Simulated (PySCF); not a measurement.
C₂H₉NOSi, SMILES CC[Si@H](O)N. Atoms are numbered in the order given.

```xyz
14

C      2.1396    -0.9327     0.2384
C      1.1525     0.1502     0.6832
Si    -0.3876     0.2730    -0.3838
N     -1.2236    -1.2306    -0.3122
O     -1.3690     1.5193     0.1655
H      3.0150    -0.9952     0.9052
H      1.6566    -1.9225     0.2190
H      2.5154    -0.7396    -0.7801
H      1.6474     1.1396     0.7082
H      0.8198    -0.0294     1.7238
H     -0.0320     0.5068    -1.8198
H     -1.4758    -1.6094     0.5967
H     -1.9605    -1.4248    -0.9837
H     -0.9939     2.4073     0.1363
```

Geometry optimised at r2SCAN-D4/def2-SVP. The structure was generated by enumeration; whether it is a known compound was not checked. Other conformers were not sampled.

All values below come from TDA-M06-2X/def2-SVPD (PySCF 2.14.0).

Vertical excitations. Isolated molecule, no solvent.

Computed excitation energies, oscillator strengths and character:
```
state  energy (eV)  λ (nm)      f                                                                   main pairs
-----  -----------  ------  -----  ---------------------------------------------------------------------------
S1            7.04     176  0.049                           HOMO→LUMO 39 %, HOMO→LUMO+1 29 %, HOMO→LUMO+2 18 %
S2            7.32     169  0.017                                                             HOMO−1→LUMO 72 %
S3            7.90     157  0.000                                                           HOMO−1→LUMO+1 61 %
S4            8.03     154  0.021         HOMO→LUMO 32 %, HOMO→LUMO+1 28 %, HOMO→LUMO+2 13 %, HOMO−1→LUMO 10 %
S5            8.12     153  0.041                                                           HOMO−1→LUMO+2 65 %
S6            8.25     150  0.002        HOMO→LUMO+3 27 %, HOMO→LUMO+2 27 %, HOMO→LUMO+5 14 %, HOMO→LUMO+1 6 %
S7            8.55     145  0.008        HOMO−2→LUMO 29 %, HOMO→LUMO+3 15 %, HOMO→LUMO+2 15 %, HOMO→LUMO+1 8 %
S8            8.60     144  0.038       HOMO−2→LUMO 31 %, HOMO→LUMO+1 11 %, HOMO→LUMO+3 8 %, HOMO−1→LUMO+1 7 %
S9            8.84     140  0.147                                                           HOMO−1→LUMO+3 75 %
S10           8.96     138  0.016  HOMO−4→LUMO 31 %, HOMO−1→LUMO+4 11 %, HOMO−1→LUMO+5 10 %, HOMO−4→LUMO+1 8 %
T1            6.76     183      0                           HOMO→LUMO 32 %, HOMO→LUMO+1 29 %, HOMO→LUMO+2 20 %
T2            7.14     174      0                                                             HOMO−1→LUMO 63 %
T3            7.68     161      0                         HOMO→LUMO 36 %, HOMO→LUMO+1 28 %, HOMO−1→LUMO+1 10 %
T4            7.78     159      0   HOMO−1→LUMO+1 35 %, HOMO−1→LUMO+2 17 %, HOMO→LUMO+1 14 %, HOMO−1→LUMO 10 %
```
Triplets are in the Tamm–Dancoff approximation.
